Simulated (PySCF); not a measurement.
Nd (neodymium, neutral) across methods

[Xe] 4f4 6s2, one real determinant. Computed with PySCF 2.14 in cc-pVDZ-X2C (8s7p5d3f1g, 84 functions), with scalar relativity by spin-free X2C-1e.

| method | E (hartree) | mean ε 6s α (eV) | mean ε 6s β (eV) | mean ε 4f α (eV) | Σ⟨r²⟩ (bohr²) | ⟨S²⟩ |
| --- | --- | --- | --- | --- | --- | --- |
| LDA | -9615.57 | -3.708 | -3.529 | -2.697 | 87.01 | 6.003 |
| PBE0 | -9622.91 | -4.030 | -3.877 | -4.979 | 88.86 | 6.003 |
| r2SCAN | -9623.27 | -3.648 | -3.374 | -3.219 | 89.87 | 6.012 |
| TPSS | -9622.90 | -3.541 | -3.361 | -2.744 | 89.14 | 6.003 |
| PBE | -9622.92 | -3.572 | -3.394 | -2.694 | 88.23 | 6.003 |
| UHF | -9619.60576 | -4.791 | -4.656 | -11.720 | 94.15 | 6.005 |
| M06 | -9623.40 | -4.136 | -3.983 | -4.775 | 85.58 | 6.003 |
| BHandHLYP | -9623.19 | -4.339 | -4.225 | -7.179 | 89.37 | 6.003 |

⟨L²⟩ = 34.00 against 42 for a pure I term, so this real determinant mixes terms. Spin-orbit coupling, absent here, splits the open shell strongly.
